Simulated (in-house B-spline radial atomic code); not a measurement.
What moves the levels of the copper ion Cu⁺ ([Ar] 3d10)? Computed with a radial B-spline atomic code at the basis-set limit: Dirac-Hartree-Fock, average of configuration, Fermi nucleus of rms radius 3.8823 fm.

Baseline run (computed): total energy -1653.2138 hartree, 1s1/2 at -332.9733 hartree, 3d5/2 at -21.702 eV with <r> = 0.9867 bohr.

Scaling the speed of light c (a factor of 100 is close to the non-relativistic limit):

```tsv
c/c0	ΔE (hartree)	3d5/2 level (eV)	3d5/2 <r> (bohr)
0.95	-1.6042	-21.6651	0.9877
0.98	-0.61137	-21.6876	0.9871
1.02	0.57473	-21.7147	0.9864
3	12.912	-22.0064	0.9786
100	14.49	-22.0451	0.9776
```

Changing the nucleus:

```json
{"nucleus": "Gaussian nucleus of rms radius 3.8823 fm", "ΔE (eV)": "-0.000201"}
{"nucleus": "Gaussian nucleus of rms radius 0.01 fm", "ΔE (eV)": "-0.2"}
{"nucleus": "Fermi nucleus of rms radius 3.8047 fm", "ΔE (eV)": "-0.00772"}
{"nucleus": "Fermi nucleus of rms radius 3.9599 fm", "ΔE (eV)": "0.00786"}
```

A larger nucleus binds the electrons less, roughly as the density at the nucleus times the change of the nuclear <r²>. At equal rms radius the shape enters only through higher moments. A radius of 0.01 fm is nearly a point.

**Question.** The nuclear charge is raised by 0.1. What does the Hellmann-Feynman theorem predict for the energy, and what is found?

**Answer.** dE/dZ ≈ -Σ<1/r>, which is -137.294 at the start and -137.935 at the end; their mean times 0.1 is -13.761 hartree, and the two runs differ by -13.761 hartree.
